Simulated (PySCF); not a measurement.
**MBr cations for M along the alkali metals**

PBE with double-zeta basis sets in PySCF, for the lowest determinant that a PBE0 search found; no spin–orbit coupling. De refers to high-spin ground-configuration atoms (the charge goes to the atom of lower measured ionisation energy or higher electron affinity, which is not always the lowest computed limit). A positive dipole points towards Br; it is taken about the centre of mass and depends on that origin.

```json
{"M": "Li", "basis": "jorge-DZP-DKH", "charged atom": "Li+", "state (unpaired electrons)": "doublet (π ↑)", "Re (Å)": "2.670", "ωe (cm⁻¹)": "276", "De (eV)": "0.65", "μ (D)": "-9.94"}
{"M": "Na", "basis": "def2-SVP", "charged atom": "Na+", "state (unpaired electrons)": "doublet (π ↑)", "Re (Å)": "2.954", "ωe (cm⁻¹)": "137", "De (eV)": "0.46", "μ (D)": "-9.31"}
{"M": "K", "basis": "x2c-SVPall", "charged atom": "K+", "state (unpaired electrons)": "doublet (π ↑)", "Re (Å)": "3.420", "ωe (cm⁻¹)": "84.6", "De (eV)": "0.31", "μ (D)": "-9.67"}
{"M": "Cs", "basis": "def2-SVP", "charged atom": "Cs+", "state (unpaired electrons)": "doublet (π ↑)", "Re (Å)": "3.805", "ωe (cm⁻¹)": "53.8", "De (eV)": "0.23", "μ (D)": "-5.58"}
```

The shortest bond is that of LiBr⁺ (2.670 Å), the longest that of CsBr⁺ (3.805 Å).

The rows differ in basis set, which adds steps of its own.

Down a group the atoms grow and get heavier, so bonds lengthen and wavenumbers fall; this series shows no clear exception.

Weak bonds: CsBr⁺, KBr⁺, NaBr⁺. Basis-set superposition, not corrected here, can be much of De in a small basis, most of all at correlated wavefunction levels. These are scalar-relativistic numbers at best; spin–orbit coupling would shift them, the dissociation energy most. For an ion De counts to the pair picked by the measured ionisation energies or electron affinities, which need not be the lowest pair at this level. States were picked by a PBE0 search and need not be the measured ground states.
